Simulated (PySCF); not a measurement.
CdH3ISi, SMILES [SiH3][Cd][I].

The structure is a stationary point at PBE0-D3(BJ)/def2-SVP. The def2 effective core potentials stand for the cores of Cd, I; spin–orbit coupling is left out.

Level of theory: PySCF with PBE0-D3(BJ)/def2-SVP.

Frequencies are harmonic and unscaled.

Modes within 1.5 cm⁻¹ of each other (mostly degenerate sets) share a row, with their intensities summed.

```json
[
 {"mode": "1–2", "ν (cm⁻¹)": "62", "IR (km/mol)": "5.0", "moving atoms (share of kinetic energy)": "Cd 46 %, Si 34 %, I 10 %, H 10 %"},
 {"mode": "3", "ν (cm⁻¹)": "187", "IR (km/mol)": "15.2", "moving atoms (share of kinetic energy)": "I 50 %, Si 24 %, Cd 23 %"},
 {"mode": "4", "ν (cm⁻¹)": "314", "IR (km/mol)": "11.1", "moving atoms (share of kinetic energy)": "Si 56 %, Cd 35 %"},
 {"mode": "5–6", "ν (cm⁻¹)": "455", "IR (km/mol)": "4.7", "moving atoms (share of kinetic energy)": "H 90 %, Si 9 %"},
 {"mode": "7", "ν (cm⁻¹)": "842", "IR (km/mol)": "387.8", "moving atoms (share of kinetic energy)": "H 91 %, Si 9 %"},
 {"mode": "8–9", "ν (cm⁻¹)": "935", "IR (km/mol)": "78.5", "moving atoms (share of kinetic energy)": "H 98 %"},
 {"mode": "10", "ν (cm⁻¹)": "2215", "IR (km/mol)": "81.8", "moving atoms (share of kinetic energy)": "H 99 %"},
 {"mode": "11–12", "ν (cm⁻¹)": "2230", "IR (km/mol)": "148.0", "moving atoms (share of kinetic energy)": "H 96 %"}
]
```
